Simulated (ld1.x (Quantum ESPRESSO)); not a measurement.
Pseudopotential generation for dysprosium: TM, PBE, scalar-relativistic.

| Quantity | Value |
| --- | --- |
| Element | dysprosium |
| Generator | ld1.x (Quantum ESPRESSO) 7.5 |
| Type | norm-conserving Troullier–Martins (Kleinman–Bylander form) |
| Functional | PBE |
| Relativity | scalar-relativistic |
| Frozen core | [Kr] 4d10 4f9 |
| Valence charge | 11 |
| Reference configuration | 5s2 5p6 5d1 6s0 6p0 (charge +2) |
| Partial waves | 5p (bound): rc 2.45 bohr; 5d (bound): rc 2.95 bohr; 5s (bound): rc 1.20 bohr |
| Local potential | the s channel |
| Core correction | none |

Poles of the logarithmic derivatives, all-electron (AE) and pseudo (PS). s: poles at -4.9, 0.4 (AE) and -4.9, 0.4 (PS) Ry. p: poles at -3.1, 1.6 (AE) and -3.1, 1.5 (PS) Ry. d: poles at -0.7, 3.6 (AE) and -0.7, 3.6 (PS) Ry. Test radius 3.21 bohr.

- Cutoffs needed: 70 Ry and 140 Ry (the cutoffs (Ry, on a coarse ladder) from which the occupation-weighted sum of valence levels, in a spherical-Bessel basis at the reference potential, stays within 10 and 1 mRy of its value at 400 Ry)
- Ghost test: no extra level below or beside the all-electron valence levels (p, d, s, f tested) (spherical-Bessel basis up to 400 Ry, 20 bohr box)
- Largest excitation error: +141 meV (all-electron minus pseudo) for 5s2 5p6 5d1 6s2 6p0, out of 7 test configurations
